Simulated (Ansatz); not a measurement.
Gas-phase electronic energies from Ansatz, PBE0-D4/def2-TZVP geometries. CBS: MP2 limit from def2 TZ/QZ plus the TZ coupled-cluster correction, frozen cores. DFT in def2-TZVPP. Elements past krypton have def2 core potentials. For Cd, In outer-core shells are correlated without core-valence functions, which leaves a few kJ/mol of doubt a bond. Each species was taken in one conformer, which may not be the lowest.

Consider the redistribution: `N#[C][In]([Cl])[Cl]` + `[CH3][Cd][SH]` → `[CH3][In]([Cl])[C]#N` + `[SH][Cd][Cl]`.

```
             level  ΔE (kcal/mol)
       LDA (SPW92)           -5.8
            PBE-D4           -6.1
           ωB97M-V           -7.7
            B2PLYP           -6.8
               PBE           -6.3
SCS-MP2/def2-QZVPP           -7.0
      HF/CBS(def2)          -11.4
     MP2/CBS(def2)           -7.0
```

Problem. What does CCSD(T)/CBS give? (Estimate.)

Solution. Computed: -8.0 kcal/mol. The listed levels differ from it by 2.2, 1.9, 0.3, 1.2, 1.7, 1.0, -3.4, 1.0 kcal/mol.

Largest T1 diagnostic among the species: 0.014.

At CCSD(T), def2-SVP lies +2.7 kcal/mol from the extrapolated value and def2-TZVPP +1.8 kcal/mol. From r2SCAN to r2SCAN0 (25 % exact exchange), in def2-TZVPP and without D4, ΔE moves by −1.0 kcal/mol.
